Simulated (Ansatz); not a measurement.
`[F][Al]([Br])[Br]` → `[F][Al][Br]`• + Br•  (homolysis of the Al–Br bond)

Program: Ansatz. Geometries: PBE0-D4/def2-TZVP. ΔE: electronic, gas phase. CBS: MP2 limit from def2 TZ/QZ plus the TZ coupled-cluster correction, frozen cores. Functionals use def2-TZVPP. B3LYP here is the variant with VWN-RPA as its local correlation; programs differ in this. Open shells (•) are unrestricted, without spin–orbit coupling. Spin–orbit coupling would lower the free atoms: clearly for Br. For Br outer-core shells are correlated without core-valence functions, so the limit isn't a true one: a few kJ/mol of doubt a bond, and 10 to 20 or more in all where bonds break to atoms. Scalar relativity is left out up to krypton.

```csv
level,ΔE (eV),difference from CCSD(T)/CBS
revPBE-D4,4.20,-0.42
B3LYP-D4,4.28,-0.34
r2SCAN0-D4,4.38,-0.24
PBE,4.28,-0.34
CCSD/def2-SVP,4.24,-0.38
HF/def2-TZVPP,3.41,-1.21
MP2/def2-TZVPP,4.57,-0.05
CCSD/def2-TZVPP,4.34,-0.28
HF/def2-QZVPP,3.39,-1.23
CCSD/CBS(def2),4.54,-0.08
CCSD(T)/CBS,4.62,0
```

Largest T1 diagnostic among the species: 0.012.

From PBE to PBE0 (25 % exact exchange), in def2-TZVPP and without D4, ΔE moves by +0.04 eV. At CCSD(T), def2-SVP lies −0.33 eV from the extrapolated value and def2-TZVPP −0.20 eV: correlation converges slowly with the basis, and small sets miss more of it in the bonded molecule than in its fragments.

CCSD(T)/CBS has its own doubt, a few kJ/mol and more with outer-core shells, so smaller differences from it don't rank the levels.
